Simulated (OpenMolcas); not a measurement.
**Pt4+: effect of the metal basis and ligand basis**

Pt4+ with 6 ligands (fluoride) in octahedral coordination (Oh) at 1.94 Å. A charge of +0.333 e stands 2.6 Å behind each ligand.

- Program: OpenMolcas 26.06
- Method: SS-CASPT2, IPEA 0.25 Eh, imaginary shift 0.1 Eh (closed shells correlated: 5s 5p and the ligand valence shells)
- Spin-orbit coupling: state interaction with AMFI integrals over the reference wave functions

Fixed: active space 6 electrons in 5 orbitals (5d), DKH2 Hamiltonian.

States (labels of O, the rotations of Oh). Energies in cm-1 above the lowest state or level, χT in cm3 K/mol.

| Run | Metal basis | Ligand basis | Ground state | First state of that spin | First gap with spin-orbit (degeneracies) | χT at 300 K | First state of another spin | Cost |
| --- | --- | --- | --- | --- | --- | --- | --- | --- |
| A | ANO-RCC-VDZP | ANO-RCC-VDZP | 1A1 | 28470 | 22450 (1, 2) | 0.017 | 2S+1 = 3: 25010 | roughly 4 core-minutes |
| B | ANO-RCC-VTZP | ANO-RCC-VDZP | 1A1 | 28280 | 22120 (1, 2) | 0.018 | 2S+1 = 3: 24600 | roughly 8 core-minutes |
| C | ANO-RCC-VTZP | ANO-RCC-VTZP | 1A1 | 27550 | 21960 (1, 2) | 0.019 | 2S+1 = 3: 24670 | roughly 27 core-minutes |

Costs are those of the CASPT2 steps.

Roots that are degenerate in the reference are averaged as groups; the widest CASPT2 spread within a group is 2000 cm-1 (the 3-fold group of multiplicity 1 near 72700 cm-1 above the lowest state of its run, A). Shifts and gaps below about the spread of the groups concerned are not significant. Over all roots computed the reference weight is 0.66 to 0.69 in A, 0.66 to 0.69 in B, 0.65 to 0.68 in C; a low but even weight reflects the number of correlated electrons. Ligand-to-metal charge-transfer states are missing. With no ligand orbital active B as a rule stays too high, so bands that hang on it stand too high and its fall with covalency is understated. With one d shell and no ligand orbital active, 10Dq can be off by a tenth or more. The least metal-like active orbital is 69 % on the metal (Löwdin) and no ligand orbital is active, so the numbers are rough, and ground spin, moment and any spin crossover can be artefacts of this space; highly charged d ions in such sites are as a rule low spin (holds for A). The least metal-like active orbital is 70 % on the metal (Löwdin) and no ligand orbital is active, so the numbers are rough, and ground spin, moment and any spin crossover can be artefacts of this space; highly charged d ions in such sites are as a rule low spin (holds for B). The least metal-like active orbital is 65 % on the metal (Löwdin) and no ligand orbital is active, so the numbers are rough, and ground spin, moment and any spin crossover can be artefacts of this space; highly charged d ions in such sites are as a rule low spin (holds for C). No measured value stands beside these numbers; the geometry is a model, was not optimised and need not be the one that this ion takes.

A state without a sure symmetry label is named by its multiplicity alone.
